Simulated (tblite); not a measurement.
Species: C₆H₁₀F₃OP.
Geometry (GFN2-xTB, Å), atoms numbered from 1 in this order:
```xyz
21
C6H10F3OP angstrom
C     -1.6935    1.7041   -0.7154
P     -0.8860    0.5524    0.4474
O     -0.5812    1.0964    1.7676
C      0.4810   -0.3104   -0.4166
C      1.7421    0.5587   -0.5566
C      2.5640   -0.5460    0.1231
C      1.2633   -1.2723    0.4952
C     -2.1833   -0.8193    0.5742
F     -2.4633   -1.4057   -0.6004
F     -3.3343   -0.3275    1.0457
F     -1.7835   -1.7851    1.4046
H     -1.9736    1.2174   -1.6452
H     -0.9931    2.5138   -0.9142
H     -2.5739    2.1165   -0.2227
H      0.1358   -0.7537   -1.3503
H      2.0312    0.8200   -1.5727
H      1.6810    1.4651    0.0462
H      3.1791   -1.1076   -0.5768
H      3.1789   -0.2257    0.9599
H      0.9964   -1.1475    1.5447
H      1.2038   -2.3265    0.2344
```

Computed with GFN2-xTB (tblite): harmonic, unscaled wavenumbers at the GFN2-xTB geometry, gas phase. Against measured fundamentals such values can be off by several per cent, at times by over 20. One conformer, not necessarily the lowest.

Harmonic wavenumbers (cm⁻¹): 31.7, 45.0, 61.5, 88.2, 123.8, 140.5, 154.7, 190.9, 228.2, 244.6, 267.0, 305.2, 403.1, 460.6, 472.4, 480.9, 597.8, 667.9, 745.2, 772.1, 807.2, 824.0, 837.8, 857.5, 985.2, 987.8, 1037.2, 1039.8, 1055.0, 1067.0, 1077.1, 1099.9, 1119.8, 1182.2, 1183.7, 1204.5, 1224.5, 1253.8, 1260.0, 1270.5, 1289.3, 1313.7, 1407.7, 1420.6, 1457.5, 1460.9, 1484.3, 2969.5, 2989.3, 2996.1, 2998.1, 3006.4, 3007.7, 3015.5, 3023.5, 3031.0, 3036.4.

A = 1528, B = 724.2, C = 634.4 MHz; mass 186.042 u (most abundant isotopes); point group C1, symmetry number 1.

**Question.** Zero-point energy?

**Answer.** Half the sum of the wavenumbers: 33882 cm⁻¹ = 96.87 kcal/mol.

**Question.** Entropy at 298.15 K, 1 bar (ideal gas, RRHO, classical rotation)?

**Answer.** Translation 41.59, rotation 30.51, vibration 42.45: S = 114.5 cal/(mol K).

**Question.** And Cp and H(298.15 K) − H(0)?

**Answer.** Cp = 46.59 cal/(mol K), of which vibrations give 38.64 (their classical limit is 57 R = 113.3); H(298.15 K) − H(0) = 8.62 kcal/mol without the zero-point energy, 6.25 from vibrations.

**Question.** What must be added to the electronic energy to get the Gibbs energy at 298.15 K and 1 bar?

**Answer.** ZPE + [H(298.15 K) − H(0)] − T·S = 96.87 + 8.62 − 34.15 = 71.34 kcal/mol.

**Question.** How do the functions run with temperature in this model?

**Answer.** 
| T (K) | S (cal/(mol K)) | Cp (cal/(mol K)) | H − H(0) (kcal/mol) | G − H(0) (kcal/mol) | ln q(vib) |
| --- | --- | --- | --- | --- | --- |
| 150 | 89.0 | 29.9 | 2.98 | -10.37 | 5.27 |
| 250 | 106.9 | 41.0 | 6.52 | -20.20 | 9.08 |
| 400 | 129.9 | 58.0 | 13.96 | -37.99 | 14.33 |
| 600 | 156.9 | 75.2 | 27.41 | -66.73 | 20.89 |
| 900 | 190.6 | 90.8 | 52.53 | -119.05 | 29.86 |

q(vib) and H(0) count from the zero-point level.

**Question.** Which modes carry the vibrational entropy at 298.15 K?

**Answer.** 31.7 cm⁻¹: 5.72; 45.0 cm⁻¹: 5.03; 61.5 cm⁻¹: 4.41; 88.2 cm⁻¹: 3.70; 123.8 cm⁻¹: 3.04; 140.5 cm⁻¹: 2.80 cal/(mol K); the other 51 give 17.76 together.

**Question.** Blend soft modes into free rotors: weight 1/[1 + (100 cm⁻¹/ν̃)⁴] for the oscillator and the rest for a rotor with moment μB/(μ + B), μ = h/(8π²ν), B = 10⁻⁴⁴ kg m². What vibrational entropy results?

**Answer.** 37.86 cal/(mol K) in place of 42.45, which changes −T·S at 298.15 K by +1.37 kcal/mol.

Hindered rotation and anharmonicity are outside this model. Other conformers, if any are populated, would add a mixing term that is left out. The structure is chiral; the term R ln 2 for an equal mix with its mirror image is left out.

Hardware: one thread, Arm Neoverse V2, shared host. The figure is for the frequency step alone.
